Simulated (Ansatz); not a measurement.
`[GaH2][NH][SiH2]Br`. The species carries charge 0 and has multiplicity 1. Correlated methods include outer-core shells of Br, Ga, which these sets cover unevenly. Scalar relativity is left out up to krypton.

Z-matrix (Å, degrees):
```
Si
N 1 1.704
Br 1 2.239 2 112.8
H 1 1.479 2 108.4 3 117.7
H 1 1.481 2 112.1 3 -118.0
Ga 2 1.844 1 127.4 3 -99.1
H 2 1.011 1 116.5 3 73.3
H 6 1.557 2 115.9 1 -5.3
H 6 1.559 2 115.9 1 175.7
```

**Question.** Give the diagnostics of a CCSD(T)/def2-TZVPP run (frozen core, the Gaussian-basis code of Ansatz). (Best estimate.)

**Answer.** Computed: T1 = 0.0114, largest single amplitude 0.023, largest double 0.037, (T) share of the correlation energy 3.6 %, 9 CCSD cycles. The RHF solution is stable towards an unrestricted one. T1 lies under the customary mark of 0.02 for closed shells.
